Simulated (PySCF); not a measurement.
Magnetic susceptibility: closo-1-NB8 (H on N)

Geometry (Å), atoms numbered from 1 in this order:
```xyz
18

B    -1.0344   -0.9292    0.3130
B     1.0032    0.7039    0.7317
N    -0.0442   -0.2839    1.3353
B     1.4481    0.0967   -0.7727
B    -0.9537    0.8076    0.6900
B    -1.3944    0.2494   -0.8342
B    -0.0071   -0.6508   -1.2854
B     0.9159   -1.0330    0.3566
B     0.0795    1.1190   -0.9055
H    -1.6789   -1.8136    0.7499
H     1.6072    1.3241    1.5313
H    -0.0764   -0.4957    2.3218
H     2.4810    0.1652   -1.3227
H    -1.5226    1.4901    1.4640
H    -2.3898    0.4264   -1.4281
H    -0.0218   -1.3186   -2.2523
H     1.4419   -1.9805    0.8198
H     0.1468    2.1229   -1.5125
```

Level of theory: PySCF 2.14.0, GIAO KT3/def2-SVP magnetisability, rotational g tensor and spin-rotation constants, non-relativistic, gas phase. Geometry: GFN2-xTB.

(1) How diamagnetic is it, and how anisotropic?

(2) Split it along the inertial axes a, b, c into diamagnetic and paramagnetic parts about the centre of mass, with the quadrupole moment.

(3) And the rotational g tensor?

Results:

(1) Isotropic -1463 × 10⁻³⁰ J/T², or -88.1 × 10⁻⁶ cm³/mol; principal values -2128, -1176, -1085 × 10⁻³⁰ J/T², anisotropy 1001 × 10⁻³⁰ J/T² (root of half the summed squared differences of the principal values). The susceptibility is in cgs units.

(2) 
```csv
axis,χ (10⁻⁶ cm³/mol),diamagnetic (10⁻⁶ cm³/mol),paramagnetic (10⁻⁶ cm³/mol),summed x² of all electrons (Å²),quadrupole Θ (D Å)
a,-70.8,-530.9,460.1,73.7,-5.36
b,-65.3,-540.9,475.6,71.3,+7.68
c,-128.2,-615.1,486.9,53.8,-2.32
```
Anisotropies 2χaa − χbb − χcc = +51.8 and 2χbb − χaa − χcc = +68.4 × 10⁻⁶ cm³/mol. Θ is traceless in Buckingham's convention.

(3) 
```tsv
axis	rotational constant (GHz)	g	nuclear part	electronic part
a	2.8936	-0.0356	0.5899	-0.6254
b	2.8174	-0.0521	0.5773	-0.6294
c	2.3773	+0.0328	0.5766	-0.5438
```
Asymmetric top; isotopes 11B, 1H, 14N; no vibrational averaging.
